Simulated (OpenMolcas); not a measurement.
Ru II.

* Program: OpenMolcas
* Method: CASSCF
* Basis: ANO-R1 [6s4p3d1f]
* Scalar Hamiltonian: X2C, finite nucleus
* Active space: 7 electrons in 5 orbitals (4d)
* State averaging: 2S+1 = 4 even, 10 roots; 2S+1 = 2 even, 40 roots
* Spin-orbit coupling: RASSI with atomic mean-field integrals over the reference wave functions, term energies averaged over their components

Levels without dynamic correlation, in cm⁻¹ above 4d⁷ ⁴F_9/2:

```
        Level      E
  4d⁷ ²H_11/2  17670
   4d⁷ ⁴P_5/2  12945
   4d⁷ ²G_9/2  13337
4d⁷ ²D_5/2(1)  19275
   4d⁷ ²F_5/2  29652
```

On this reference, MS-CASPT2, IPEA 0.25 Eh, imaginary shift 0.1 Eh (closed shells correlated: 4s 4p) puts 4d⁷ ²H_11/2 at 16590 cm⁻¹.

Problem. Estimate the other levels at that method by one scale factor, and say how well it serves.

Solution. The factor is 16590 / 17670 = 0.939. Scaled values beside those that MS-CASPT2 gives and measured ones (NIST Handbook of Basic Atomic Spectroscopic Data):
```tsv
Level	Scaled	MS-CASPT2	Miss (%)	Measured
4d⁷ ⁴P_5/2	12155	10890	+11.6	8257
4d⁷ ²G_9/2	12523	11970	+4.6	
4d⁷ ²D_5/2(1)	18099	16270	+11.2	
4d⁷ ²F_5/2	27843	25820	+7.8
```
For these levels the scaled values miss MS-CASPT2 by up to 11.6 %, as correlation changes each term by its own factor, spin-orbit parts do not scale and CASPT2 has its own spread within terms. This holds within one configuration; levels of others move differently, and the target method has errors of its own against measurement.

CASPT2 does not keep the components of a term degenerate, so their means are used; among the terms shown or strongly mixed into the levels shown the widest spread is 950 cm-1 (4d⁷ ⁴F, MS-CASPT2). Configurations with an s electron lie low at this charge and mix in, so terms can be misplaced. Without dynamic correlation excited terms often stand tens of per cent too high (terms of higher spin than the ground term too low), and those without a measured partner can miss by more than the paired ones (holds for CASSCF). The CASPT2 spread within a term exceeds the gap to the next term for 4d⁷ ²D(1) and 4d⁷ ²H, so the order of their levels is uncertain (holds for MS-CASPT2). Some terms miss by over 15 % even with CASPT2, which points to a basis or an active space too small for the shells correlated (holds for MS-CASPT2). Measured partners are found by configuration, term and J. A level has none where our copy of the source lacks it or the pairing is in doubt (some pairs that miss far off the trend of their configuration count as doubtful), and it then counts in no deviation. Levels of configurations outside the active space are missing.

A number in round brackets counts repeated terms of one configuration in the order of the reference energies.
